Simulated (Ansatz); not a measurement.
Reaction (formal exchange of groups at a Ge–F bond): `C[O][GeH]([F])[SH]` + CH₄ → `C[O][GeH]([CH3])[SH]` + H–F

Calculated with Ansatz (gas phase, PBE0-D4/def2-TZVP geometries, no zero-point term in ΔE). CCSD(T)/CBS adds triple-zeta CCSD(T) − MP2 to the extrapolated MP2 energy (def2 sets, frozen cores). This one scheme is used for every species. Functionals use def2-TZVPP. For Ge outer-core shells are correlated without core-valence functions, which leaves a few kJ/mol of doubt a bond. Scalar relativity is left out up to krypton. One conformer a species, not always the lowest.

`C[O][GeH]([F])[SH]`:

```xyz
10

C    -1.369    0.743   -0.375
O    -0.859   -0.555   -0.615
Ge    0.763   -0.995   -0.120
F     1.880   -0.027   -1.035
S     1.180   -0.464    1.982
H    -1.219    1.054    0.665
H    -0.902    1.480   -1.035
H    -2.441    0.718   -0.579
H     0.944   -2.464   -0.488
H     2.023    0.510    1.599
```

CH₄:

Cartesian coordinates in Å:
```
C 0.000 0.000 0.000
H 0.615 0.747 -0.501
H -1.023 0.064 -0.371
H 0.009 0.183 1.074
H 0.398 -0.994 -0.202
```

`C[O][GeH]([CH3])[SH]`:

Z-matrix (Å, degrees):
```
C
O 1 1.407
H 1 1.097 2 112.0
H 1 1.092 2 108.0 3 -119.2
H 1 1.098 2 112.1 3 122.0
Ge 2 1.779 1 119.4 3 -54.7
S 6 2.227 2 109.9 1 58.7
C 6 1.942 2 111.2 1 -58.5
H 6 1.534 2 103.0 1 177.3
H 7 1.343 6 94.1 2 65.8
H 8 1.091 6 110.3 2 65.6
H 8 1.091 6 110.0 2 -174.5
H 8 1.091 6 109.7 2 -54.5
```

H–F:

Z-matrix (Å, degrees):
```
F
H 1 0.920
```

```csv
level,ΔE (kcal/mol),difference from CCSD(T)/CBS
PBE-D4,18.9,1.3
r2SCAN-D4,21.2,3.6
ωB97X-V,20.8,3.2
PBE,20.1,2.5
r2SCAN,21.6,4.0
HF/def2-TZVPP,24.4,6.8
MP2/def2-TZVPP,17.4,-0.2
SCS-MP2/def2-TZVPP,19.4,1.8
CCSD/def2-TZVPP,18.7,1.1
CCSD(T)/def2-TZVPP,18.2,0.6
HF/def2-QZVPP,24.9,7.3
MP2/def2-QZVPP,17.2,-0.4
SCS-MP2/def2-QZVPP,19.2,1.6
HF/CBS(def2),24.9,7.3
MP2/CBS(def2),16.8,-0.8
CCSD/CBS(def2),18.0,0.4
CCSD(T)/CBS,17.6,0
```

Largest T1 diagnostic among the species: 0.012.

The D4 term adds −1.9 kcal/mol with B3LYP and −1.1 kcal/mol with PBE0; it sums over pairs of atoms, weighted by their polarisabilities, and B3LYP, whose exchange is more repulsive, gets the larger term. In def2-TZVPP, CCSD(T) changes the Hartree–Fock value by −6.1 kcal/mol (the triples alone add −0.4 kcal/mol) and MP2 by −6.9 kcal/mol. From PBE to PBE0 (25 % exact exchange), in def2-TZVPP and without D4, ΔE moves by −0.9 kcal/mol.

B3LYP here is the variant with VWN-RPA as its local correlation; programs differ in this.
